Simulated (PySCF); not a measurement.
## KCa at PBE0

Level: PBE0. basis K x2c-TZVPall, Ca x2c-TZVPall; spin-free X2C with a Gaussian nucleus; PySCF 2.14.

For KCa, the state is ²Σ⁺ (doublet), unpaired electrons σ ↑. The bond length is 426.0 pm. The harmonic wavenumber is 74.8 cm⁻¹, the force constant is 0.0650 mdyn/Å and the rotational constant Be is 0.04708 cm⁻¹. The anharmonicity ωexe is 0.648 cm⁻¹, the vibration–rotation constant αe is 0.000453 cm⁻¹ and the well depth De to K + Ca is 22 kJ/mol. The dissociation energy D0 is 21 kJ/mol and the bond order (Mayer) is 0.55. The dipole moment (positive dipole means K(−)Ca(+)) is -2.37 D.

The bond is weak. Basis-set superposition, not corrected here, can be much of De in a small basis, most of all at correlated wavefunction levels. Functionals without a dispersion term scatter widely for such bonds, and LDA overbinds them. The state is the lowest determinant that a PBE0 search found; another state may lie lower at other levels.
